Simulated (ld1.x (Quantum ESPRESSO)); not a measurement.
## Which change was made? (Nb, ultrasoft)

Nb (Z = 41), ultrasoft, made with ld1.x (Quantum ESPRESSO) 7.5 (PW91, fully relativistic). Core [Kr], reference 4d3 5s0 5p0 (charge +2). Waves: 5s (bound, empty): rcut 2.45, rcutus 2.80 bohr; 5s channel at -0.5 Ry: rcut 2.45, rcutus 2.80 bohr; 5p (bound, empty): rcut 2.40, rcutus 2.85 bohr; 5p channel at 0.05 Ry: rcut 2.40, rcutus 2.85 bohr; 4d (bound): rcut 1.80, rcutus 2.20 bohr; 4d channel at 0.05 Ry: rcut 1.80, rcutus 2.20 bohr. Local part: all-electron potential smoothed inside 2.40 bohr (lloc = -1). Core correction: Bessel-smoothed model core inside 1.90 bohr. Augmentation charge: built from norm-conserving waves at rcut, not smoothed further.

Open shells are filled in proportion to 2j + 1 (rel_dist='average').

Cutoffs, loose and tight: the cutoffs (Ry, on a coarse ladder) from which the occupation-weighted sum of valence levels, in a spherical-Bessel basis at the reference potential, stays within 10 and 1 mRy of its value at 400 Ry. They do not see the model core or the augmentation charge, which bear on the density cutoff. Test errors are all-electron minus pseudo excitation energies from the reference, over the configurations 4d4 5s1 5p0; 4d4 5s0 5p0; 4d2 5s0 5p0; 4d1 5s0 5p0; 4d3 5s1 5p1; 4d4 5s0 5p1; 4d3 5s1 5p0; variants that change the core or the reference have their own tests. The largest error is taken over the tests solved by every variant that gives reliable tests at all, those not shown here included: 4d1 5s0 5p0; 4d2 5s0 5p0; 4d3 5s1 5p0; 4d4 5s0 5p0; 4d4 5s1 5p0.

The base gives: outcome: generated; cutoff, loose: 18 Ry; cutoff, tight: 25 Ry; bound ghosts: p3/2; largest test error (meV): -995.

Task: After one change the result is: outcome: generated; cutoff, loose: 18 Ry; cutoff, tight: 35 Ry; bound ghosts: s, p1/2, p3/2, d3/2; largest test error (meV): -808. Which change was it?
A. local potential all-electron potential smoothed inside 1.84 bohr (lloc = -1)
B. local potential all-electron potential smoothed inside 3.32 bohr (lloc = -1)
C. local potential all-electron potential smoothed inside 1.56 bohr (lloc = -1)
D. local potential all-electron potential smoothed inside 1.40 bohr (lloc = -1)

Result: C. The others give: local potential all-electron potential smoothed inside 3.32 bohr (lloc = -1) → outcome: generated; cutoff, loose: 18 Ry; cutoff, tight: 30 Ry; bound ghosts: none; largest test error (meV): -998 | local potential all-electron potential smoothed inside 1.84 bohr (lloc = -1) → outcome: generated; cutoff, loose: 18 Ry; cutoff, tight: 25 Ry; bound ghosts: s, p3/2, p1/2; largest test error (meV): -997 | local potential all-electron potential smoothed inside 1.40 bohr (lloc = -1) → outcome: generated; cutoff, loose: 18 Ry; cutoff, tight: 30 Ry; bound ghosts: s, p1/2, p3/2; largest test error (meV): -979.
